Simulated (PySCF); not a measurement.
Ge(F)2 cation (F₂Ge), SMILES [Ge]([F])[F] (connectivity only; charge and spin as stated), charge +1, multiplicity 2.

Geometry optimised at B3LYP-D3(BJ)/def2-TZVP. The spin state was assumed, not searched. The isomer is the one that the SMILES or the coordinates give; other isomers of the formula were not compared.

Method: PBE/def2-TZVPD (PySCF).

Isolated molecule, no solvent.

Computed frontier levels, dipole moment and polarisability:
```json
{
 "α spin, highest occupied and lowest empty level": "-15.83 and -11.01 eV",
 "β spin, highest occupied and lowest empty level": "-17.44 and -14.54 eV",
 "dipole_moment_about_the_centre_of_nuclear_charge": "2.41 D",
 "mean_static_polarisability": "23.7 bohr³ (3.52 Å³)",
 "polarisability_principal_values": "19.2, 22.4, 29.6 bohr³",
 "⟨S²⟩": "0.752 (pure state 0.75)"
}
```
